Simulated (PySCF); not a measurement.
BeBrI (SMILES [Br][Be][I]), singlet, at a GFN2-xTB geometry (such geometries of metal compounds can be far from the true shape) (core potentials on I), atoms displaced at random by about 0.08 Å a coordinate; R2SCAN/def2-SVP, gradient (PySCF).

The PySCF input:
```python
from pyscf import gto, scf, dft

mol = gto.M(
    atom='''
Be   -0.08049033    0.09868694   -0.56481655
Br    0.02084328   -0.06454140   -2.32764594
I    -0.08589112   -0.05026256    1.58120949
''',
    basis='def2-svp',
    ecp={'I': 'def2-svp'},
    verbose=4,
)

mf = dft.RKS(mol)
mf.xc = 'r2scan'
mf.grids.level = 0
mf.kernel()
g = mf.nuc_grad_method()
g.grid_response = True
grad = g.kernel()
```

Question: Predict the main parts of the log of this PySCF run.

Answer: 
```
PySCF version 2.14.0

[INPUT] verbose = 4
[INPUT] num. atoms = 3
[INPUT] num. electrons = 64
[INPUT] charge = 0
[INPUT] spin (= nelec alpha-beta = 2S) = 0
[INPUT] symmetry False subgroup None
[INPUT] Mole.unit = angstrom
[INPUT] Symbol           X                Y                Z      unit          X                Y                Z       unit  Magmom
[INPUT]  1 Be    -0.080490330000   0.098686940000  -0.564816550000 AA   -0.152104679376   0.186491288671  -1.067348590122 Bohr   0.0
[INPUT]  2 Br     0.020843280000  -0.064541400000  -2.327645940000 AA    0.039388090738  -0.121965569696  -4.398613341556 Bohr   0.0
[INPUT]  3 I     -0.085891120000  -0.050262560000   1.581209490000 AA   -0.162310693332  -0.094982472720   2.988052881663 Bohr   0.0

nuclear repulsion = 184.789660200181
number of shells = 27
number of NR pGTOs = 154
number of NR cGTOs = 67
basis = def2-svp
ecp = {'I': 'def2-svp'}

******** <class 'pyscf.dft.rks.RKS'> ********
method = RKS
initial guess = minao
damping factor = 0
level_shift factor = 0
DIIS = <class 'pyscf.scf.diis.CDIIS'>
diis_start_cycle = 1
diis_space = 8
diis_damp = 0
SCF conv_tol = 1e-09
SCF conv_tol_grad = None
SCF max_cycles = 50
direct_scf = True
direct_scf_tol = 1e-13
XC library pyscf.dft.libxc version 7.1.2
    S. Lehtola, C. Steigemann, M. J. T. Oliveira, and M. A. L. Marques,  SoftwareX 7, 1–5 (2018)
XC functionals = r2scan
    J. W. Furness, A. D. Kaplan, J. Ning, J. P. Perdew, and J. Sun,  J. Phys. Chem. Lett. 11, 8208–8215 (2020)
    J. W. Furness, A. D. Kaplan, J. Ning, J. P. Perdew, and J. Sun,  J. Phys. Chem. Lett. 11, 9248–9248 (2020)
    J. W. Furness, A. D. Kaplan, J. Ning, J. P. Perdew, and J. Sun,  J. Phys. Chem. Lett. 11, 8208–8215 (2020)
    J. W. Furness, A. D. Kaplan, J. Ning, J. P. Perdew, and J. Sun,  J. Phys. Chem. Lett. 11, 9248–9248 (2020)
radial grids:
    Treutler-Ahlrichs [JCP 102, 346 (1995); DOI:10.1063/1.469408] (M4) radial grids

becke partition: Becke, JCP 88, 2547 (1988); DOI:10.1063/1.454033
pruning grids: <function nwchem_prune>
grids dens level: 0
symmetrized grids: False
atomic radii adjust function: <function treutler_atomic_radii_adjust>
small_rho_cutoff = 0
Set gradient conv threshold to 3.16228e-05
Initial guess from minao.
tot grids = 6344
init E= -2854.63166165304
  HOMO = -0.611603496217477  LUMO = -0.609475149397182  gap/eV = 0.05792
cycle= 1 E= -2883.06631076623  delta_E= -28.4  |g|= 3.76  |ddm|= 9.47
  HOMO = -0.148068257041088  LUMO = -0.0717347857698851  gap/eV = 2.07714
cycle= 2 E= -2867.94136719998  delta_E= 15.1  |g|= 5.88  |ddm|= 12.2
  HOMO = -0.063661259989902  LUMO = 0.0161526839712378  gap/eV = 2.17185
cycle= 3 E= -2885.54836867287  delta_E= -17.6  |g|=  1.6  |ddm|= 10.5
  HOMO = -0.248300031032027  LUMO = -0.0614425464875837  gap/eV = 5.08465
cycle= 4 E= -2886.3132455579  delta_E= -0.765  |g|= 0.908  |ddm|= 3.44
  HOMO = -0.216127310644024  LUMO = -0.058507145760067  gap/eV = 4.28906
cycle= 5 E= -2886.43755630909  delta_E= -0.124  |g|= 0.385  |ddm|= 1.31
  HOMO = -0.263353092612191  LUMO = -0.0295617060652302  gap/eV = 6.36179
cycle= 6 E= -2886.48931989605  delta_E= -0.0518  |g|= 0.153  |ddm|= 0.767
  HOMO = -0.267351797487083  LUMO = -0.0452215793883183  gap/eV = 6.04447
cycle= 7 E= -2886.49702481364  delta_E= -0.0077  |g|= 0.0709  |ddm|= 0.317
  HOMO = -0.262740851539265  LUMO = -0.0392243491811153  gap/eV = 6.08219
cycle= 8 E= -2886.49897154101  delta_E= -0.00195  |g|= 0.00542  |ddm|= 0.101
  HOMO = -0.262988164467014  LUMO = -0.0394559136253731  gap/eV = 6.08262
cycle= 9 E= -2886.49897873742  delta_E= -7.2e-06  |g|= 0.00149  |ddm|= 0.00774
  HOMO = -0.26282471473911  LUMO = -0.0394709737282251  gap/eV = 6.07776
cycle= 10 E= -2886.49897952317  delta_E= -7.86e-07  |g|= 0.000452  |ddm|= 0.00272
  HOMO = -0.262854581814313  LUMO = -0.0394508732706735  gap/eV = 6.07912
cycle= 11 E= -2886.49897961278  delta_E= -8.96e-08  |g|= 3.01e-05  |ddm|= 0.000713
  HOMO = -0.262858812921255  LUMO = -0.0394507885537065  gap/eV = 6.07924
cycle= 12 E= -2886.49897961307  delta_E= -2.93e-10  |g|= 1.38e-05  |ddm|= 6.07e-05
  HOMO = -0.262857847227047  LUMO = -0.0394500657732493  gap/eV = 6.07924
Extra cycle  E= -2886.49897961308  delta_E= -1.23e-11  |g|= 1.35e-05  |ddm|= 3.44e-05
converged SCF energy = -2886.49897961308

******** <class 'pyscf.grad.rks.Gradients'> for <class 'pyscf.dft.rks.RKS'> ********
unit = Eh/Bohr
grid_response = True
--------------- RKS gradients ---------------
         x                y                z
0 Be     0.0056470538    -0.0052270479    -0.1162396857
1 Br    -0.0063105685     0.0095646522     0.1088952652
2 I     0.0006635147    -0.0043376043     0.0073444205
----------------------------------------------
```
